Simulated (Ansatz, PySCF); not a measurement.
Molecule: GeF, net charge 1, singlet state. 
Structure (B3LYP-D3(BJ)/def2-TZVP (Ansatz, a program for electronic structure) minimum search):
```xyz
2

F      0.0000     0.0000    -1.3168
Ge     0.0000     0.0000     0.3704
```
Charge +1, spin multiplicity 1.

Total electronic energies in hartree. Correlated levels leave the core frozen unless marked. Spin-orbit coupling is left out. Frozen are the shells of the preceding noble gas and the d and f shells that filled before the atom's block. No relativistic terms. CBS(X,Y): correlation extrapolated as X^-3; Hartree-Fock from the larger set (for Q and 5 zeta extrapolated as (X+1)exp(-9√X)).

| level | program | energy (Eh) |
|---|---|---|
| HF/def2-SVPD | Ansatz | -2174.20730 |
| HF/def2-TZVPPD | Ansatz | -2174.59734 |
| RI-HF/def2-TZVPPD | Ansatz | -2174.59729 |
| BP86-D4/def2-TZVPD | PySCF + dftd4 | -2176.87393 |
| r2SCANh/def2-TZVPD | Ansatz | (withheld) |
| wB97X-V/def2-TZVPD | Ansatz | -2176.38170 |
| B2PLYP-D3(BJ)/def2-TZVPD | Ansatz + dftd3 | (withheld) |
| MP2/def2-SVPD | Ansatz | -2174.46468 |
| RI-MP2/CBS(def2-TZVPP,def2-QZVPP) | Ansatz | -2175.0112 |
| SCS-MP2/aug-cc-pVTZ | Ansatz | -2174.95494 |
| CCSD/CBS(cc-pVTZ,cc-pVQZ) | Ansatz | -2175.0119 |
| CCSD(T)/def2-TZVPP | Ansatz | -2174.93273 |
| CCSD(T)/cc-pV5Z | Ansatz | -2175.01938 |
| CCSD(T)/CBS(aug-cc-pVTZ,aug-cc-pVQZ) | Ansatz | -2175.0265 |
| CCSD(T)/CBS(cc-pVQZ,cc-pV5Z) | Ansatz | -2175.0303 |

### Question
What belongs in the gaps?

### Answer

- r2SCANh/def2-TZVPD, energy (Eh): -2176.53664
- B2PLYP-D3(BJ)/def2-TZVPD, energy (Eh): -2176.15452
